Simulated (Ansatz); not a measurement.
The cluster B₇. Total charge 0; doublet. Geometry PBE-D4/def2-SVPD, that of the charge -1 singlet; atoms count from 1.

```
atom    x (Å)    y (Å)    z (Å)
  B1  -0.6418  -1.2243   0.5915
  B2   0.8357   1.2310   0.9160
  B3   0.3141  -0.1603   1.4614
  B4  -1.1472  -0.9734  -0.8869
  B5   0.0556  -0.1447  -1.4956
  B6  -0.4282   0.3523   0.0392
  B7   1.0117   0.9193  -0.6257
```

The structure comes from a short search, and lower isomers may exist.

Question: Estimate the Mulliken populations from the PBE0/def2-TZVPD orbitals of Ansatz.

Answer: 
```
atom  charge (e)  spin (α − β)
  B1       -0.12          0.16
  B2        0.06          0.29
  B3       -0.12          0.16
  B4        0.06          0.28
  B5       -0.12          0.16
  B6        0.34         -0.22
  B7       -0.12          0.16
```
Mulliken values and Mayer orders depend strongly on the basis. With diffuse functions, as here, like atoms can get unlike values, and bond orders can come out too low or too high.

Question: Where does the spin sit?

Answer: Summed by element: B 1.00, of 1 unpaired in all. Largest on single atoms: B2 0.29, B4 0.28, B6 -0.22.

Question: And the Mayer bond orders between bonded heavy atoms (over 0.3)?

Answer: B1–B3 1.20 (1.67 Å); B1–B4 1.20 (1.58 Å); B1–B6 0.55 (1.68 Å); B2–B3 1.20 (1.58 Å); B2–B6 0.63 (1.77 Å); B2–B7 1.20 (1.58 Å); B3–B6 0.55 (1.68 Å); B4–B5 1.20 (1.58 Å); B4–B6 0.63 (1.77 Å); B5–B6 0.55 (1.68 Å); B5–B7 1.20 (1.67 Å); B6–B7 0.55 (1.68 Å). Values over 0.3 also appear between atoms too far apart for a bond (B1–B5 0.41 at 2.45 Å; B3–B7 0.41 at 2.45 Å); they arise where an orbital or an unpaired electron spreads over both atoms.
